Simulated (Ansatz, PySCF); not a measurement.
C₃H₈FNSi, SMILES C=C[Si@H](F)NC.

Geometry optimised at ωB97X-D3(BJ)/def2-SVP. The structure was generated by enumeration; whether it is a known compound was not checked. One conformer was computed; it need not be the lowest.

Vertical ionisation energy (IE) and electron affinity (EA) in eV. Rows of orbital energies are one-electron estimates. Where ΔSCF, EOM or ADC give a negative EA the extra electron is unbound and the value depends on the basis.

```json
[
 {"level": "−ε(HOMO), −ε(LUMO), B3LYP/def2-TZVP (PySCF)", "IE": "6.96", "EA": "0.83"},
 {"level": "−ε(HOMO), −ε(LUMO), PBE/def2-TZVP (PySCF)", "IE": "5.79", "EA": "1.62"},
 {"level": "ΔSCF, ωB97X-V/def2-SVPD (Ansatz), final states of multiplicity 2 and 2", "IE": "…", "EA": "…"},
 {"level": "ΔSCF, PBE/def2-SVPD (Ansatz), final states of multiplicity 2 and 2", "IE": "9.03", "EA": "-0.98"}
]
```

Task: Fill in the missing entries. (Estimate from the structure and the level; the computed values follow.)

Result: 
- ΔSCF, ωB97X-V/def2-SVPD (Ansatz, a program for electronic structure), final states of multiplicity 2 and 2, IE: 9.48
- ΔSCF, ωB97X-V/def2-SVPD (Ansatz), final states of multiplicity 2 and 2, EA: -1.39

Task: What vertical singlet–triplet gap does ΔSCF give with ωB97X-V/def2-SVPD (Ansatz) and with PBE/def2-SVPD (Ansatz)? (An estimate is asked for; the answer gives what the named calculation found.)

Result: 4.37 and 4.29 eV (triplet above singlet where positive).
